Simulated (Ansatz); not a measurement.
Relaxation of C2H6Cl2Si (11 atoms, charge 0, multiplicity 1), to a largest force component of 0.02 eV/Å in at most 40 steps.

All numbers below come from Ansatz 0.2.0, RKS PBE0/STO-3G.

```xyz
11
Properties=species:S:1:pos:R:3
Si 0.000 0.000 0.000
Cl 0.000 0.000 2.130
C 1.763 0.000 -0.623
H 2.111 -1.046 -0.751
H 1.812 0.528 -1.598
H 2.415 0.519 0.111
Cl -1.003 1.738 -0.709
C -0.881 -1.526 -0.623
H -1.380 -2.038 0.226
H -1.641 -1.233 -1.377
H -0.145 -2.215 -1.088
```

Q: Where does it end, and by what steps?

A: The forces met the threshold. Limits of this set-up: minimal basis. After 15 steps the energy has fallen by 0.148 eV; H9 moved furthest, 0.80 Å.

```
step  energy less start (eV)  largest force component (eV/Å)  accepted
   0                  0.0000                           0.691       yes
   1                 -0.0793                           0.279       yes
   2                 -0.0995                           0.073       yes
   3                 -0.1143                           0.317       yes
   4                 -0.0861                           0.845        no
   5                 -0.1244                           0.195       yes
   6                 -0.1332                           0.061       yes
   7                 -0.1326                           0.444        no
   8                 -0.1382                           0.030       yes
   9                 -0.1415                           0.112       yes
  10                 -0.1397                           0.327        no
  11                 -0.1445                           0.034       yes
  12                 -0.1462                           0.058       yes
  13                 -0.1466                           0.140       yes
  14                 -0.1472                           0.098       yes
  15                 -0.1481                           0.004       yes
```

```xyz
11
Properties=species:S:1:pos:R:3
Si 0.059 -0.102 0.051
Cl 0.250 -0.380 2.123
C 1.762 0.085 -0.681
H 2.352 -0.821 -0.507
H 1.694 0.251 -1.761
H 2.291 0.932 -0.234
Cl -1.001 1.683 -0.262
C -0.937 -1.512 -0.648
H -1.915 -1.581 -0.162
H -1.095 -1.369 -1.722
H -0.410 -2.460 -0.498
```

Whether the end is a true minimum wasn't checked by a vibrational analysis.

The run took 16 s on 1 thread of AMD EPYC 9R45 96-Core Processor (Zen 5), on a shared host, peak memory 0.15 GiB.
